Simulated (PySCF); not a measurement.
A series of related molecules.

All values: PBE0/pcSseg-1 (PySCF) at GFN2-xTB geometries, gas phase, one conformer each.

Task: Rank by dipole moment, lowest first.
A. `[SiH3:1][C@@H:2]1[CH2:3][CH2:4][CH2:5][S:6][CH2:7]1` with Si1–C2–C3–C4 175°, C2–C3–C4–C5 62°, C3–C4–C5–S6 -64°, C4–C5–S6–C7 57°
B. `[NH2:1][CH2:2][C@:3]1([SiH3:4])[CH2:5][CH2:6][CH2:7][S:8][CH2:9]1` with H–N1–C2–C3 167° and -75°, N1–C2–C3–Si4 -175°, C2–C3–C5–C6 -179°, C3–C5–C6–C7 61°, C5–C6–C7–S8 -62°, C6–C7–S8–C9 57°
C. `[CH3:1][S:2][C@:3]1([SiH3:4])[CH2:5][CH2:6][CH2:7][S:8][CH2:9]1` with C1–S2–C3–Si4 -83°, S2–C3–C5–C6 -65°, C3–C5–C6–C7 -61°, C5–C6–C7–S8 64°, C6–C7–S8–C9 -57°
D. `[F:1][C@:2]1([SiH3:3])[CH2:4][CH2:5][CH2:6][S:7][CH2:8]1` with F1–C2–C4–C5 -62°, C2–C4–C5–C6 -63°, C4–C5–C6–S7 66°, C5–C6–S7–C8 -57°
E. `[CH:1]#[C:2][C@@:3]1([SiH3:4])[CH2:5][CH2:6][CH2:7][S:8][CH2:9]1` with C2–C3–C5–C6 61°, C3–C5–C6–C7 63°, C5–C6–C7–S8 -65°, C6–C7–S8–C9 57°
F. `[N:1]#[C:2][C@@:3]1([SiH3:4])[CH2:5][CH2:6][CH2:7][S:8][CH2:9]1` with C2–C3–C5–C6 62°, C3–C5–C6–C7 63°, C5–C6–C7–S8 -65°, C6–C7–S8–C9 57°

Result: C (1.19 D), A (1.64 D), E (1.81 D), D (2.73 D), B (3.01 D), F (4.71 D).

Task: Rank by the highest Hirshfeld charge on any atom, lowest value first.
A. `C#C[C@@]1([SiH3])CCCSC1`
B. `F[C@]1([SiH3])CCCSC1`
C. `N#C[C@@]1([SiH3])CCCSC1`
D. `NC[C@]1([SiH3])CCCSC1`

Result: D (+0.285 e), B (+0.307 e), A (+0.317 e), C (+0.332 e).

All values together:

| SMILES | change | formula | μ (D) | HOMO (eV) | LUMO (eV) | lowest IAO charge (e) | highest IAO charge (e) | lowest Hirshfeld charge (e) | highest Hirshfeld charge (e) |
| --- | --- | --- | --- | --- | --- | --- | --- | --- | --- |
| [SiH3][C@@H]1CCCSC1 | parent | C5H12SSi | 1.64 | -6.26 | 0.70 | -0.369 (C) | +0.589 (Si) | -0.112 (C) | +0.311 (Si) |
| CS[C@]1([SiH3])CCCSC1 | H on C replaced by SCH3 | C6H14S2Si | 1.19 | -6.11 | 0.56 | -0.503 (C) | +0.589 (Si) | -0.122 (C) | +0.285 (Si) |
| N#C[C@@]1([SiH3])CCCSC1 | H on C replaced by CN | C6H11NSSi | 4.71 | -6.65 | 0.01 | -0.339 (C) | +0.619 (Si) | -0.230 (N) | +0.332 (Si) |
| F[C@]1([SiH3])CCCSC1 | H on C replaced by F | C5H11FSSi | 2.73 | -6.36 | 0.39 | -0.360 (C) | +0.587 (Si) | -0.110 (F) | +0.307 (Si) |
| CC[C@@]1([SiH3])CCCSC1 | H on C replaced by C2H5 | C7H16SSi | 1.55 | -6.24 | 0.72 | -0.415 (C) | +0.571 (Si) | -0.117 (C) | +0.304 (Si) |
| C[C@]1([SiH3])CCCSC1 | H on C replaced by CH3 | C6H14SSi | 1.56 | -6.28 | 0.62 | -0.421 (C) | +0.582 (Si) | -0.129 (C) | +0.307 (Si) |
| C#C[C@@]1([SiH3])CCCSC1 | H on C replaced by ethynyl | C7H12SSi | 1.81 | -6.28 | 0.40 | -0.338 (C) | +0.612 (Si) | -0.116 (C) | +0.317 (Si) |
| NC[C@]1([SiH3])CCCSC1 | H on C replaced by CH2NH2 | C6H15NSSi | 3.01 | -6.06 | 0.81 | -0.578 (N) | +0.560 (Si) | -0.224 (N) | +0.285 (Si) |

Conformers: `[SiH3:1][C@@H:2]1[CH2:3][CH2:4][CH2:5][S:6][CH2:7]1` with Si1–C2–C3–C4 175°, C2–C3–C4–C5 62°, C3–C4–C5–S6 -64°, C4–C5–S6–C7 57°; `[CH3:1][S:2][C@:3]1([SiH3:4])[CH2:5][CH2:6][CH2:7][S:8][CH2:9]1` with C1–S2–C3–Si4 -83°, S2–C3–C5–C6 -65°, C3–C5–C6–C7 -61°, C5–C6–C7–S8 64°, C6–C7–S8–C9 -57°; `[N:1]#[C:2][C@@:3]1([SiH3:4])[CH2:5][CH2:6][CH2:7][S:8][CH2:9]1` with C2–C3–C5–C6 62°, C3–C5–C6–C7 63°, C5–C6–C7–S8 -65°, C6–C7–S8–C9 57°; `[F:1][C@:2]1([SiH3:3])[CH2:4][CH2:5][CH2:6][S:7][CH2:8]1` with F1–C2–C4–C5 -62°, C2–C4–C5–C6 -63°, C4–C5–C6–S7 66°, C5–C6–S7–C8 -57°; `[CH3:1][CH2:2][C@@:3]1([SiH3:4])[CH2:5][CH2:6][CH2:7][S:8][CH2:9]1` with C1–C2–C3–Si4 -65°, C2–C3–C5–C6 61°, C3–C5–C6–C7 62°, C5–C6–C7–S8 -63°, C6–C7–S8–C9 57°; `[CH3:1][C@:2]1([SiH3:3])[CH2:4][CH2:5][CH2:6][S:7][CH2:8]1` with C1–C2–C4–C5 -64°, C2–C4–C5–C6 -60°, C4–C5–C6–S7 63°, C5–C6–S7–C8 -58°; `[CH:1]#[C:2][C@@:3]1([SiH3:4])[CH2:5][CH2:6][CH2:7][S:8][CH2:9]1` with C2–C3–C5–C6 61°, C3–C5–C6–C7 63°, C5–C6–C7–S8 -65°, C6–C7–S8–C9 57°; `[NH2:1][CH2:2][C@:3]1([SiH3:4])[CH2:5][CH2:6][CH2:7][S:8][CH2:9]1` with H–N1–C2–C3 167° and -75°, N1–C2–C3–Si4 -175°, C2–C3–C5–C6 -179°, C3–C5–C6–C7 61°, C5–C6–C7–S8 -62°, C6–C7–S8–C9 57°.

Task: Give the shifts from the parent, `[SiH3][C@@H]1CCCSC1`.

Result: 
```csv
SMILES,change in μ (D),change in HOMO (eV),change in LUMO (eV)
CS[C@]1([SiH3])CCCSC1,-0.45,+0.15,-0.14
N#C[C@@]1([SiH3])CCCSC1,+3.07,-0.39,-0.69
F[C@]1([SiH3])CCCSC1,+1.09,-0.10,-0.31
CC[C@@]1([SiH3])CCCSC1,-0.09,+0.02,+0.02
C[C@]1([SiH3])CCCSC1,-0.08,-0.02,-0.08
C#C[C@@]1([SiH3])CCCSC1,+0.17,-0.02,-0.30
NC[C@]1([SiH3])CCCSC1,+1.37,+0.20,+0.11
```
